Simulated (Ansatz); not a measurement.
Cl$_{4}$Sb (SMILES [Cl][Sb]([Cl])([Cl])[Cl]), doublet, geometry from GFN2-xTB (the spin is typed, not shown lowest) (all electrons, no relativity); B3LYP/STO-3G run with Ansatz (a first-principles code).

Input for Ansatz:
Ansatz 0.2 input:
```yaml
crystal:
  periodic: [false, false, false]
  atoms:
    - {symbol: Sb, position_ang: [0.03902479, -0.31322280, -0.15607282]}
    - {symbol: Cl, position_ang: [2.32544877, 0.11868252, -1.11471006]}
    - {symbol: Cl, position_ang: [0.60640938, 0.40474219, 1.98899331]}
    - {symbol: Cl, position_ang: [-0.86672361, 1.68460561, -0.94791198]}
    - {symbol: Cl, position_ang: [-2.18220890, -1.26836192, 0.54184720]}
basis:
  gaussian:
    orbitals: STO-3G
hamiltonian:
  xc: b3lyp
magnetization: {spin_polarized: true, initial_magnetization: 1}
scf: {lower_state_search: off}
```

The log (banner, timings and long lists left out):

```
Functional definition: B3LYP
these checks for a lower state are left out or cut short: stability, starts, cluster_reference, orbital_swaps, neighbouring_geometries, increment
664 factors; integrals over basis functions are off by at most 2.3e-5 eV
mean field evaluation 1: about -219707.0089 eV, gradient 1.9e1 eV
mean field evaluation 2: about -219705.6376 eV, gradient 2.4e1 eV
mean field evaluation 4: about -219712.2676 eV, gradient 6.6e-1 eV
mean field evaluation 8: about -219712.2930 eV, gradient 6.8e-3 eV
mean field evaluation 16: about -219712.2930 eV, gradient 3.7e-6 eV
mean field -219712.29299735 eV, -8074.2778413116 hartree, gradient 3.1e-6 eV, S^2 0.755962; 0 other end points of the search recorded, 0 dependent functions left out
reference -219712.29320029 eV, -8074.2778487694 hartree; 60, 59 occupied and 3, 4 virtual orbitals, 664 factors
Total energy: -219712.29320029 eV, -8074.2778487694 hartree
Checks for a lower state left out: stability, starts, cluster_reference, orbital_swaps, neighbouring_geometries, increment
```
